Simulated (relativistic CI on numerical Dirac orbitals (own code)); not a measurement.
Hyperfine structure of Kr32+, mass number 83

Method of calculation: Dirac-Coulomb-Breit CI, KLI orbitals optimised for each configuration, a model potential for QED, unscaled Slater integrals (own radial code, finite nucleus).

Configuration list (outside the closed core 1s2): 2s2, 2s.2p, 2p2, 2p.3s, 2p.3p, 2s.3s, 2s.3p, 2s.3d, 2s.4s, 2s.4p, 2s.4d, 2s.4f, 3s2, 3s.3p, 3p2. Levels of other configurations are missing.

Nuclear spin I = 9/2, μ = -0.97073 μN, Q = 0.259 b (tables of Stone and Pyykkö). The electronic factors are computed for point nuclear moments, without core polarisation or the Bohr-Weisskopf and QED corrections.

```csv
Level,E (10³ cm⁻¹),A (GHz),B (GHz)
2s.2p 3P°_1,590.8,-194.6,-15.3
2s.2p 3P°_2,1014.1,-97.47,42.3
2s.2p 1P°_1,1387.1,34.94,36.5
2p2 3P_1,1830.5,2.924,21
2p2 1D_2,1914.0,-38.43,22.1
2p2 3P_2,2397.6,-20.43,19.8
2s.3s 3S_1,18070.6,-214.3,-0.0196
2s.3p 3P°_1,18324.8,-181.8,0.0521
```

Levels with J = 0, under 50 % of one LS term, or S terms without an open s electron are left out. Small factors come from cancelling terms and can be off by tens of per cent or more.

At this charge energies of transitions that change n are usually good to better than 1 %, and those within a shell (Δn = 0) to a few per cent.

Problem. Give the hyperfine levels of 2s.2p 3P°_1 relative to its centre of gravity.

Solution. With K = F(F + 1) − I(I + 1) − J(J + 1), E = AK/2 + B[¾K(K + 1) − I(I + 1)J(J + 1)]/[2I(2I − 1)J(2J − 1)]: F = 7/2: 1063, F = 9/2: 204.8, F = 11/2: -879.3 GHz.

LS names give the leading component of a level, which can be under half, so a name can repeat, a term be missing and a line seem to break the LS rules.
